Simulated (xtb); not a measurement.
xtb input file for F₃Ga, SMILES [F][Ga+]([F])[F] (connectivity only; charge and spin as stated), charge +1, multiplicity 2, GFN2-xTB. 

```
$ xtb mol.xyz --gfn 2 --sp --chrg 1 --uhf 1 --json
$ cat mol.xyz
4

Ga    -0.00000000    -0.00000000     0.01202622
F      0.00000000     0.00000001     1.81778883
F      0.00000000     1.54847204    -0.92960624
F      0.00000000    -1.54847204    -0.92960623
```

It prints:

```
[banner left out]
          |                Calculation Setup                |
           -------------------------------------------------



           -------------------------------------------------
          |                 G F N 2 - x T B                 |
           -------------------------------------------------

        Reference                      10.1021/acs.jctc.8b01176
      * Hamiltonian:
        H0-scaling (s, p, d)           1.850000    2.230000    2.230000
        zeta-weighting                 0.500000
      * Dispersion:
        s8                             2.700000
        a1                             0.520000
        a2                             5.000000
        s9                             5.000000
      * Repulsion:
        kExp                           1.500000    1.000000
        rExp                           1.000000
      * Coulomb:
        alpha                          2.000000
        third order                    shell-resolved
        anisotropic                    true
        a3                             3.000000
        a5                             4.000000
        cn-shift                       1.200000
        cn-exp                         4.000000
        max-rad                        5.000000


          ...................................................
          :                      SETUP                      :
          :.................................................:
          :  # basis functions                  22          :
          :  # atomic orbitals                  21          :
          :  # shells                            9          :
          :  # electrons                        23          :
          :  max. iterations                   250          :
          :  Hamiltonian                  GFN2-xTB          :
          :  restarted?                      false          :
          :  GBSA solvation                  false          :
          :  PC potential                    false          :
          :  electronic temp.          300.0000000     K    :
          :  accuracy                    1.0000000          :
          :  -> integral cutoff          0.2500000E+02      :
          :  -> integral neglect         0.1000000E-07      :
          :  -> SCF convergence          0.1000000E-05 Eh   :
          :  -> wf. convergence          0.1000000E-03 e    :
          :  Broyden damping             0.4000000          :
          :  net charge                          1          :
          :  unpaired electrons                  1          :
          ...................................................

 iter      E             dE          RMSdq      gap      omega  full diag
   1    -14.8480266 -0.148480E+02  0.199E+01    3.45       0.0  T
   2    -14.7721788  0.758477E-01  0.119E+01    3.36       1.0  T
   3    -14.4718029  0.300376E+00  0.162E+01    2.07       1.0  T
   4    -14.6412417 -0.169439E+00  0.956E+00    2.62       1.0  T
   5    -14.7678438 -0.126602E+00  0.389E+00    3.01       1.0  T
   6    -14.7956239 -0.277801E-01  0.311E+00    3.32       1.0  T
   7    -14.8107884 -0.151645E-01  0.249E+00    3.40       1.0  T
   8    -14.8223271 -0.115386E-01  0.221E+00    3.42       1.0  T
   9    -14.8237578 -0.143076E-02  0.207E+00    3.43       1.0  T
  10    -14.8279901 -0.423224E-02  0.184E+00    3.44       1.0  T
  11    -14.8230908  0.489930E-02  0.204E+00    3.43       1.0  T
  12    -14.8116803  0.114105E-01  0.249E+00    3.40       1.0  T
  13    -14.8405478 -0.288675E-01  0.123E+00    3.45       1.0  T
  14    -14.8005173  0.400305E-01  0.273E+00    3.43       1.0  T
  15    -14.8481208 -0.476035E-01  0.439E-01    3.46       1.0  T
  16    -14.8471672  0.953596E-03  0.604E-01    3.46       1.0  T
  17    -14.8481025 -0.935241E-03  0.436E-01    3.46       1.0  T
  18    -14.8486001 -0.497638E-03  0.291E-01    3.46       1.0  T
  19    -14.8488481 -0.248017E-03  0.154E-01    3.46       1.0  T
  20    -14.8489031 -0.550100E-04  0.731E-02    3.46       1.0  T
  21    -14.8488859  0.172274E-04  0.876E-02    3.46       1.0  T
  22    -14.8489134 -0.274723E-04  0.581E-02    3.46       1.0  T
  23    -14.8489325 -0.191514E-04  0.194E-02    3.46       2.6  T
  24    -14.8489335 -0.982408E-06  0.152E-02    3.46       3.3  T
  25    -14.8489333  0.172531E-06  0.165E-02    3.46       3.0  T
  26    -14.8489341 -0.779326E-06  0.123E-02    3.46       4.1  T
  27    -14.8489350 -0.898952E-06  0.283E-03    3.46      17.7  T
  28    -14.8489350 -0.222861E-07  0.212E-03    3.46      23.6  T
  29    -14.8489350  0.525595E-07  0.362E-03    3.46      13.8  T
  30    -14.8489351 -0.765460E-07  0.664E-04    3.46      75.3  T
  31    -14.8489351 -0.212862E-08  0.288E-04    3.46     173.3  T

   *** convergence criteria satisfied after 31 iterations ***

         #    Occupation            Energy/Eh            Energy/eV
      -------------------------------------------------------------
         1        2.0000           -1.1565484             -31.4713
       ...           ...                  ...                  ...
         6        2.0000           -0.8531589             -23.2156
         7        1.9990           -0.8467416             -23.0410
         8        1.9985           -0.8463676             -23.0308
         9        1.9983           -0.8462901             -23.0287
        10        1.9205           -0.8425397             -22.9267
        11        1.8858           -0.8421584             -22.9163
        12        1.1979           -0.8388831             -22.8272 (HOMO)
        13                         -0.7116789             -19.3658 (LUMO)
        14                         -0.4291436             -11.6776
        15                         -0.3042530              -8.2791
        16                         -0.2933705              -7.9830
        17                         -0.2768605              -7.5338
       ...                                ...                  ...
        21                          0.5512887              15.0013
      -------------------------------------------------------------
                  HL-Gap            0.1272042 Eh            3.4614 eV
             Fermi-level           -0.8077467 Eh          -21.9799 eV

 SCC (total)                   0 d,  0 h,  0 min,  0.007 sec
 SCC setup                      ...        0 min,  0.000 sec (  1.119%)
 Dispersion                     ...        0 min,  0.000 sec (  0.245%)
 classical contributions        ...        0 min,  0.000 sec (  0.176%)
 integral evaluation            ...        0 min,  0.001 sec (  9.338%)
 iterations                     ...        0 min,  0.005 sec ( 74.391%)
 molecular gradient             ...        0 min,  0.001 sec ( 13.462%)
 printout                       ...        0 min,  0.000 sec (  1.121%)

         :::::::::::::::::::::::::::::::::::::::::::::::::::::
         ::                     SUMMARY                     ::
         :::::::::::::::::::::::::::::::::::::::::::::::::::::
         :: total energy             -14.843279471096 Eh    ::
         :: gradient norm              0.000361114490 Eh/a0 ::
         :: HOMO-LUMO gap              3.461402867194 eV    ::
         ::.................................................::
         :: SCC energy               -14.848934898525 Eh    ::
         :: -> isotropic ES            0.192883376881 Eh    ::
         :: -> anisotropic ES          0.001839287334 Eh    ::
         :: -> anisotropic XC         -0.002650858435 Eh    ::
         :: -> dispersion             -0.001059037555 Eh    ::
         :: repulsion energy           0.005655427429 Eh    ::
         :: add. restraining           0.000000000000 Eh    ::
         :: total charge               1.000000000001 e     ::
         :::::::::::::::::::::::::::::::::::::::::::::::::::::

           -------------------------------------------------
          |                Property Printout                |
           -------------------------------------------------

    * Orbital Energies and Occupations

         #    Occupation            Energy/Eh            Energy/eV
      -------------------------------------------------------------
         1        2.0000           -1.1565484             -31.4713
         2        2.0000           -1.1446169             -31.1466
         3        2.0000           -1.1435180             -31.1167
         4        2.0000           -0.9245175             -25.1574
         5        2.0000           -0.8535241             -23.2256
         6        2.0000           -0.8531589             -23.2156
         7        1.9990           -0.8467416             -23.0410
         8        1.9985           -0.8463676             -23.0308
         9        1.9983           -0.8462901             -23.0287
        10        1.9205           -0.8425397             -22.9267
        11        1.8858           -0.8421584             -22.9163
        12        1.1979           -0.8388831             -22.8272 (HOMO)
        13                         -0.7116789             -19.3658 (LUMO)
        14                         -0.4291436             -11.6776
        15                         -0.3042530              -8.2791
        16                         -0.2933705              -7.9830
        17                         -0.2768605              -7.5338
        18                         -0.2722192              -7.4075
        19                         -0.0347418              -0.9454
        20                          0.5255661              14.3014
        21                          0.5512887              15.0013
      -------------------------------------------------------------
                  HL-Gap            0.1272042 Eh            3.4614 eV
             Fermi-level           -0.8077467 Eh          -21.9799 eV

     #   Z          covCN         q      C6AA      α(0)
     1  31 Ga       2.070     0.645   202.831    31.940
     2   9 F        0.690     0.118     8.428     3.428
     3   9 F        0.690     0.118     8.428     3.428
     4   9 F        0.690     0.118     8.428     3.428

 Mol. C6AA /au·bohr⁶  :        490.663468
 Mol. C8AA /au·bohr⁸  :      33397.045757
 Mol. α(0) /au        :         42.223215


Wiberg/Mayer (AO) data.
largest (>0.10) Wiberg bond orders for each atom

 ---------------------------------------------------------------------------
     #   Z sym  total        # sym  WBO       # sym  WBO       # sym  WBO
 ---------------------------------------------------------------------------
     1  31 Ga   3.094 --     2 F    1.042     4 F    1.026     3 F    1.026
     2   9 F    1.491 --     1 Ga   1.042     3 F    0.225     4 F    0.225
     3   9 F    1.485 --     1 Ga   1.026     4 F    0.233     2 F    0.225
     4   9 F    1.485 --     1 Ga   1.026     3 F    0.233     2 F    0.225
 ---------------------------------------------------------------------------

Topologies differ in total number of bonds
Writing topology from bond orders to xtbtopo.mol

molecular dipole:
                 x           y           z       tot (Debye)
 q only:        0.000      -0.000       0.005
   full:        0.000      -0.000       0.028       0.072
molecular quadrupole (traceless):
                xx          xy          yy          xz          yz          zz
 q only:       -2.078       0.000       0.964       0.000       0.000       1.114
  q+dip:       -1.201      -0.000       0.567      -0.000       0.000       0.634
   full:        1.504      -0.000      -0.632      -0.000      -0.000      -0.873


           -------------------------------------------------
          | TOTAL ENERGY              -14.843279471096 Eh   |
          | GRADIENT NORM               0.000361114490 Eh/α |
          | HOMO-LUMO GAP               3.461402867194 eV   |
           -------------------------------------------------
Note: The following floating-point exceptions are signalling: IEEE_DENORMAL
normal termination of xtb

------------------------------------------------------------------------
------------------------------------------------------------------------
 total:
 SCF:
```

The calculation finished and met its thresholds.

Cost: roughly 0.03 core-seconds.
